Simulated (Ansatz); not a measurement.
Ansatz (a first-principles code) input file for silicon dioxide molecule (O2Si), SMILES [Si](=O)=O, PBE-D3(BJ)/def2-TZVP. 

Ansatz 0.2 input:
```yaml
crystal:
  periodic: [false, false, false]
  atoms:
    - {symbol: O, position_ang: [0.00000000, 0.00000000, 1.50501626]}
    - {symbol: Si, position_ang: [0.00000000, 0.00000000, 0.00000000]}
    - {symbol: O, position_ang: [0.00000000, 0.00000000, -1.50501626]}
basis:
  gaussian:
    orbitals: def2-TZVP
hamiltonian:
  xc: pbe
  dispersion: d3bj
relax: {f_tol: 0.002, max_steps: 200}
```

Program output:

```
Functional definition: PBE
integrals: 0.02 GiB planned
554 factors; their error is unknown
mean field: 0.19 GiB planned
mean field evaluation 1: about -11949.0747 eV, gradient 9.8e1 eV
mean field evaluation 2: about -11847.3089 eV, gradient 2.2e2 eV
mean field evaluation 4: about -11965.6514 eV, gradient 8.5e0 eV
mean field evaluation 8: about -11965.7877 eV, gradient 1.2e-1 eV
mean field evaluation 16: about -11965.7818 eV, gradient 3.0e-5 eV
mean field -11965.78176763 eV, -439.7343692623 hartree, gradient 3.0e-5 eV, S^2 0.000000; 0 other end points of the search recorded, 0 dependent functions left out
the calculation of the forces begins
reference -11965.78179698 eV, -439.7343703408 hartree; 15, 15 occupied and 84, 84 virtual orbitals, 554 factors
relax step   1: F+E_penalty+E_count = -11965.82021623 eV  Δ(F+E_penalty+E_count) = +0.000e0 eV  max|allowed force component| = 1.273e0 eV/Å  Δτ_max = 0.0000 Å  (26 SCF iters, accepted)
these checks for a lower state are left out or cut short: starts, cluster_reference, orbital_swaps, neighbouring_geometries, increment
integrals: 0.02 GiB planned
554 factors; their error is unknown
mean field: 0.19 GiB planned
mean field -11965.80260658 eV, -439.7351350796 hartree, gradient 1.7e-5 eV, S^2 0.000000; 0 other end points of the search recorded, 0 dependent functions left out
the calculation of the forces begins
reference -11965.80263591 eV, -439.7351361574 hartree; 15, 15 occupied and 84, 84 virtual orbitals, 554 factors
relax step   2: F+E_penalty+E_count = -11965.84097484 eV  Δ(F+E_penalty+E_count) = -2.076e-2 eV  max|allowed force component| = 6.216e-1 eV/Å  Δτ_max = 0.0110 Å  (27 SCF iters, accepted)
these checks for a lower state are left out or cut short: starts, cluster_reference, orbital_swaps, neighbouring_geometries, increment
integrals: 0.02 GiB planned
554 factors; their error is unknown
mean field: 0.19 GiB planned
mean field evaluation 32: about -11965.8096 eV, gradient 1.5e-5 eV
mean field -11965.80955282 eV, -439.7353903492 hartree, gradient 1.5e-5 eV, S^2 0.000000; 0 other end points of the search recorded, 0 dependent functions left out
the calculation of the forces begins
reference -11965.80958213 eV, -439.7353914264 hartree; 15, 15 occupied and 84, 84 virtual orbitals, 554 factors
relax step   3: F+E_penalty+E_count = -11965.84784224 eV  Δ(F+E_penalty+E_count) = -6.867e-3 eV  max|allowed force component| = 2.759e-2 eV/Å  Δτ_max = 0.0107 Å  (27 SCF iters, accepted)
these checks for a lower state are left out or cut short: starts, cluster_reference, orbital_swaps, neighbouring_geometries, increment
integrals: 0.02 GiB planned
554 factors; their error is unknown
mean field: 0.19 GiB planned
mean field -11965.80957070 eV, -439.7353910063 hartree, gradient 5.3e-5 eV, S^2 0.000000; 0 other end points of the search recorded, 0 dependent functions left out
the calculation of the forces begins
reference -11965.80960001 eV, -439.7353920834 hartree; 15, 15 occupied and 84, 84 virtual orbitals, 554 factors
relax step   4: F+E_penalty+E_count = -11965.84785638 eV  Δ(F+E_penalty+E_count) = -1.414e-5 eV  max|allowed force component| = 4.313e-4 eV/Å  Δτ_max = 0.0005 Å  (18 SCF iters, accepted)
integrals: 0.02 GiB planned
554 factors; their error is unknown
mean field: 0.19 GiB planned
mean field -11965.80957070 eV, -439.7353910063 hartree, gradient 5.3e-5 eV, S^2 0.000000; 1 other end points of the search recorded, 0 dependent functions left out
the calculation of the forces begins
reference -11965.80960001 eV, -439.7353920834 hartree; 15, 15 occupied and 84, 84 virtual orbitals, 554 factors
Total energy: -11965.84788569 eV, -439.7367990560 hartree
Atom 0 at    -0.000000    -0.000000     1.527198 Å, force    -0.000000    -0.000000     0.000431 eV/Å
Atom 1 at     0.000000     0.000000     0.000000 Å, force     0.000000     0.000000     0.000000 eV/Å
Atom 2 at    -0.000000    -0.000000    -1.527198 Å, force    -0.000000     0.000000    -0.000431 eV/Å
Dipole moment:     0.000000    -0.000000     0.000000 e Å
```

The calculation finished and met its thresholds.

Cost: around 6 core-seconds (rough).
